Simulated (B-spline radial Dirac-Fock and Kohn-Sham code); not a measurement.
Elastic scattering of 221 eV electrons by neutral iron

Method: relativistic (Dirac) partial waves in the static field of the Dirac-Fock atom with Furness-McCarthy exchange, without polarisation or absorption potentials. Computed with a radial B-spline solver. Below a few hundred eV the neglected polarisation potential matters, most of all at small angles.

```csv
θ (°),dσ/dΩ (a₀²/sr),Sherman function
5,48.1,0.000
10,25.3,0.000
15,11.6,0.000
20,5.69,0.001
25,3.22,0.002
30,2.01,0.004
35,1.33,0.005
40,0.903,0.005
45,0.614,0.004
50,0.412,0.001
55,0.273,-0.006
60,0.188,-0.016
65,0.153,-0.025
70,0.159,-0.025
75,0.198,-0.017
80,0.254,-0.009
85,0.310,-0.003
90,0.350,0.002
95,0.361,0.006
100,0.337,0.010
105,0.279,0.014
110,0.197,0.020
115,0.109,0.028
120,0.0366,0.047
125,0.00401,-0.037
130,0.0330,-0.070
135,0.139,-0.033
140,0.329,-0.020
145,0.597,-0.014
150,0.928,-0.010
155,1.30,-0.007
160,1.67,-0.005
165,2.01,-0.004
170,2.28,-0.002
175,2.45,-0.001
```

The total elastic cross section is 13.7 a₀², the first transport cross section 5.74 a₀² and the second, weighted with (3/2) sin²θ, 4.42 a₀². The mean deflection is ⟨1 − cos θ⟩ = 0.420, and 20 % of the collisions scatter beyond 90°.

On this grid of angles the cross section has minima near 65°, 125°, from interference among the few low partial waves with large phase shifts.
